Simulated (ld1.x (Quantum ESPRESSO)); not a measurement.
**An all-electron radial function and its pseudo partner (bismuth)**

Columns: radius, all-electron u(r) and pseudo u(r) of the 6p shell (level -4.60 eV) of bismuth in the configuration [Xe] 4f14 5d10 6s2 6p3; PBEsol, scalar-relativistic, TM scheme, ld1.x (Quantum ESPRESSO) 7.5.

```tsv
r (bohr)	all-electron	pseudo
0.135	-0.1233	0.0026
0.270	0.1572	0.0106
0.405	0.0993	0.0242
0.540	-0.1295	0.0439
0.675	-0.2694	0.0700
0.810	-0.2781	0.1034
0.945	-0.1947	0.1444
1.080	-0.0661	0.1933
1.215	0.0742	0.2495
1.350	0.2068	0.3114
1.485	0.3225	0.3765
1.620	0.4180	0.4408
1.755	0.4933	0.5002
1.890	0.5500	0.5508
2.025	0.5906	0.5900
2.160	0.6171	0.6168
2.295	0.6322	0.6321
2.430	0.6376	0.6376
2.565	0.6355	0.6355
2.700	0.6272	0.6272
2.835	0.6141	0.6141
2.970	0.5972	0.5972
3.105	0.5777	0.5777
3.240	0.5561	0.5561
3.375	0.5331	0.5331
3.510	0.5092	0.5092
```

Q: How many radial nodes do the two functions have?

A: The all-electron 6p function has n − l − 1 = 4 (the table is too coarse to show those close to the nucleus); the pseudo-wave has 0, since the states of the same l below it are removed with the core.

Q: At about which radius was the pseudo-wave matched?

A: 2.55 bohr. The columns agree to 0.0005 from 2.16 bohr on; several derivatives are matched, so the curves merge somewhat inside the radius.

Q: Where does each function peak?

A: Outermost all-electron maximum near 2.43 bohr, pseudo maximum near 2.43 bohr (to the table’s step).

Q: Is the pseudo-wave norm-conserving?

A: Yes: the TM scheme keeps the norm inside the radius equal to the all-electron one, which fixes the energy derivative of the logarithmic derivative at the level.
